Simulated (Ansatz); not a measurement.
Ti7Si3, relaxed as a septet with UKS PBE-D4/def2-SVP in Ansatz, starting from the GFN1-xTB geometry. Force threshold 0.03 eV/Å.

The charge 0 septet is spin-contaminated (final ⟨S²⟩ up to 12.45, 12.00 for a pure state). The relaxation made no stability test and no search for a lower SCF solution. No other spin state of charge 0 was run. The structure comes from a short search, and lower isomers may exist.

Start:

```xyz
10

Ti    0.0662   -3.5350    0.7619
Ti    2.1790    2.9274   -1.1829
Ti   -2.0929   -0.0894   -0.3159
Ti   -0.0741    3.5783   -2.5717
Ti   -2.1017   -2.7716   -0.4698
Ti   -2.1800    1.9925   -1.9399
Ti    2.1388    1.1273    0.6106
Si   -0.1060    0.0958    1.5650
Si    0.3954   -1.8726    2.7434
Si    1.7752   -1.4527    0.7993
```

```
         step   energy (eV)  largest force component (eV/Å)  SCF passes
            1  -185345.0943                           1.268         520
            2  -185345.9600                           0.876         109
            3  -185346.6375                           0.990          91
            4  -185347.1386                           1.139          79
            5  -185347.6558                           1.181          84
            6  -185348.1352                           1.014          84
            7  -185348.7706                           0.801         115
            8  -185349.4218                           0.951         116
            9  -185350.0071                           0.969          98
           10  -185350.6279                           1.146         205
           11  -185351.2396                           0.791         310
           13  -185352.1349                           0.705         124
           15  -185352.7598                           0.903         110
           17  -185353.2641                           0.568          75
           19  -185353.6142                           0.320          86
           21  -185353.9137                           0.514          92
           23  -185354.2534                           0.471          77
           25  -185354.6278                           0.333          70
           27  -185355.1194                           0.468          69
           29  -185355.6093                           0.295          67
           31  -185355.7111                           0.179          60
           33  -185355.7464                           0.105          69
           35  -185355.7492                           0.034          59
           37  -185355.7589                           0.158          70
39 (rejected)  -185355.7191                           0.425          84
           41  -185355.8354                           0.249          75
           43  -185355.8495                           0.027          62
```

Force components are those of the run's own axes.

End:

```tsv
atom	x (Å)	y (Å)	z (Å)
Ti1	0.283	-2.561	-0.434
Ti2	2.099	0.634	-1.359
Ti3	-0.270	-0.074	-1.302
Ti4	0.049	2.483	-1.745
Ti5	-1.844	-1.461	0.174
Ti6	-1.890	1.448	-0.177
Ti7	0.883	1.880	0.476
Si8	-0.676	0.305	1.628
Si9	-0.094	-2.054	2.017
Si10	1.461	-0.599	0.720
```

Bonds formed: Ti1–Ti2, Ti1–Ti3, Ti2–Ti3, Ti2–Si10, Ti3–Ti4, Ti3–Ti7, Ti3–Si10, Ti4–Ti7 (atoms count from 1).

No frequencies were taken in this run, so the end may be a saddle point.

It took 33 min on 4 threads of Arm Neoverse V2 on a shared host, peak host memory 2 GiB.
